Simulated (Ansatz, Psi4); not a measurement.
Input for Psi4:
```
memory 2 GB

molecule mol {
0 1
  Cl    2.639897    0.070628    1.261387
  Si    2.450395    0.746931   -0.635021
  C     0.690988    0.552272   -1.263458
  C    -0.406076    0.128095   -0.630724
  Si   -0.588097   -0.443303    1.160987
  C    -2.480031   -0.734293    1.158101
  N    -2.950939   -0.753824   -0.213309
  Si   -2.100182    0.024994   -1.474645
  H     2.838674    2.158531   -0.633218
  H     3.369429   -0.032049   -1.466184
  H     0.584500    0.839902   -2.307929
  H     0.100549   -1.709876    1.425758
  H    -0.269004    0.585257    2.156205
  H    -2.734503   -1.685681    1.634371
  H    -2.994682    0.044956    1.734887
  H    -3.936374   -0.946850   -0.297338
  H    -2.551144    1.381646   -1.838942
  H    -2.128043   -0.836903   -2.660037
}

set basis sto-3g
set reference rhf
set freeze_core true
set mp2_type conv
set scf_type pk
set puream true
set d_convergence 1e-8

energy('mp2')
print_variables()
```

Task: Write the same job for Ansatz (a quantum-chemistry and plane-wave program).

Result: This is not unique; one that fits is 
Ansatz 0.2 input:
```yaml
crystal:
  periodic: [false, false, false]
  atoms:
    - {symbol: Cl, position_ang: [2.63989722, 0.07062805, 1.26138716]}
    - {symbol: Si, position_ang: [2.45039511, 0.74693124, -0.63502083]}
    - {symbol: C, position_ang: [0.69098839, 0.55227190, -1.26345792]}
    - {symbol: C, position_ang: [-0.40607597, 0.12809516, -0.63072422]}
    - {symbol: Si, position_ang: [-0.58809667, -0.44330323, 1.16098672]}
    - {symbol: C, position_ang: [-2.48003105, -0.73429317, 1.15810141]}
    - {symbol: N, position_ang: [-2.95093919, -0.75382421, -0.21330946]}
    - {symbol: Si, position_ang: [-2.10018189, 0.02499450, -1.47464479]}
    - {symbol: H, position_ang: [2.83867362, 2.15853137, -0.63321785]}
    - {symbol: H, position_ang: [3.36942871, -0.03204888, -1.46618436]}
    - {symbol: H, position_ang: [0.58449979, 0.83990208, -2.30792925]}
    - {symbol: H, position_ang: [0.10054898, -1.70987590, 1.42575823]}
    - {symbol: H, position_ang: [-0.26900356, 0.58525687, 2.15620463]}
    - {symbol: H, position_ang: [-2.73450333, -1.68568096, 1.63437132]}
    - {symbol: H, position_ang: [-2.99468175, 0.04495605, 1.73488749]}
    - {symbol: H, position_ang: [-3.93637376, -0.94684991, -0.29733786]}
    - {symbol: H, position_ang: [-2.55114419, 1.38164605, -1.83894173]}
    - {symbol: H, position_ang: [-2.12804320, -0.83690302, -2.66003731]}
basis:
  gaussian:
    orbitals: STO-3G
magnetization: {spin_polarized: false}
correlation: {method: mp2, electrons: outside_noble_gas}
accuracy: high
```

Both were run: Psi4 gave -1483.588189 Eh and Ansatz -1483.588189 Eh, 0.000 mEh apart.
